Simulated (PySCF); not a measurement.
A species of formula C2H7FSi2 has this rotational fingerprint, computed with PBE0-D3(BJ)/def2-SVP geometry optimisation, gas phase in PySCF:

* Rotational constants: A = 9274, B = 1133, C = 1034 MHz
* Dipole components: |μa| = 0.41 D, |μb| = 1.24 D, |μc| = 0.00 D
* Inertial defect: -11.88 u·Å²
* κ: -0.98

**Question.** Which structure is it? (One computed conformer of each.)
A. `F[SiH]1C[SiH2]C1`
B. `[CH2:1]=[CH:2][Si@H:3]([F:4])[SiH3:5]` with C1–C2–Si3–F4 122°
C. `[F:1][SiH2:2]/[CH:3]=[CH:4]/[SiH3:5]` with F1–Si2–C3–C4 0°

**Answer.** C. It is F[SiH2]/C=C/[SiH3], a near-prolate asymmetric top, point group Cs. The candidates at the same level (rigid rotor, commonest isotopes):

```csv
SMILES,A (MHz),B (MHz),C (MHz),μa (D),μb (D),μc (D),Δ (u·Å²),point group,rotor
F[SiH]1C[SiH2]C1,5684,2276,1980,1.18,0.00,0.98,-55.67,Cs,asymmetric top
C=C[Si@H](F)[SiH3],3140,2428,1522,0.85,1.63,0.52,-36.93,C1,asymmetric top
F[SiH2]/C=C/[SiH3],9274,1133,1034,0.41,1.24,0.00,-11.88,Cs,near-prolate asymmetric top
```

`F[SiH]1C[SiH2]C1` has B 101 % too high; `C=C[Si@H](F)[SiH3]` has B 114 % too high. In the right answer the mirror of this Cs structure is the ab plane, so μc vanishes by symmetry. No structure here is proved a minimum.
